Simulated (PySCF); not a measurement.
Harmonic spectrum computed at PBE0 in the def2-TZVP basis family (core potentials from Rb on, PySCF, no spin–orbit coupling):

| symmetry | ω (cm⁻¹) | IR (km/mol) |
| --- | --- | --- |
| b1 | 128 | 27.7 |
| a1 | 187 | 12.9 |
| b2 | 193 | 1.0 |
| a1 | 734 | 15.4 |
| a1 | 783 | 49.0 |
| b2 | 796 | 186 |

Task: Which molecule gave it? In each, all ligands are bound to the one heavy central atom.
A. MoF₃⁺ (triplet)
B. RuF₃⁺ (quintet)
C. HfF₃⁺ (singlet)
D. ZrF₃⁺ (singlet)
E. WF₃⁺ (triplet)

Result: B. It has C2v symmetry with Ru–F 1.764 Å, Ru–F 1.796 Å (×2).
